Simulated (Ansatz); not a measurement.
Molecule: SbCl2, charge 0, multiplicity 2. It need not be the lowest isomer of its formula. 
Geometry from a B3LYP-D3(BJ)/def2-TZVP (Ansatz, a first-principles code) optimisation:
SMILES: [Cl][Sb][Cl]
```xyz
3

Sb    -0.3350    -0.1782     0.4828
Cl    -0.3456     1.8508    -0.7281
Cl     1.3505    -1.3162    -0.7202
```
Charge 0, spin multiplicity 2.

Quantity: vertical electron affinity (to the singlet state of charge -1; a negative value means that the extra electron is unbound and the number depends on the basis; each state is the SCF solution reached for its spin), in eV. Cores are frozen in the correlated levels unless marked. Open shells are spin-unrestricted. No spin-orbit coupling. Frozen are the shells of the preceding noble gas and the d and f shells that filled before the atom's block. Past Kr the def2 sets carry scalar-relativistic core potentials. Anions need diffuse functions: def2-D sets add few. CBS(X,Y): correlation extrapolated as X^-3; Hartree-Fock from the larger set. The bracket is a focal-point correction in the basis named.

```json
[
 {"level": "r2SCAN/def2-TZVPD", "program": "Ansatz", "vertical electron affinity (eV)": "1.54"},
 {"level": "B3LYP/def2-TZVPD", "program": "Ansatz", "vertical electron affinity (eV)": "1.68"},
 {"level": "wB97M-V/def2-TZVPD", "program": "Ansatz", "vertical electron affinity (eV)": "…"},
 {"level": "SCS-MP2/def2-SVPD", "program": "Ansatz", "vertical electron affinity (eV)": "1.41"},
 {"level": "RI-MP2/CBS(def2-TZVPPD,def2-QZVPPD)+[CCSD(T)-MP2]/def2-TZVPPD", "program": "Ansatz", "vertical electron affinity (eV)": "1.78"}
]
```

**Question.** What belongs in the gaps?

**Answer.** 
- wB97M-V/def2-TZVPD, vertical electron affinity (eV): 1.71
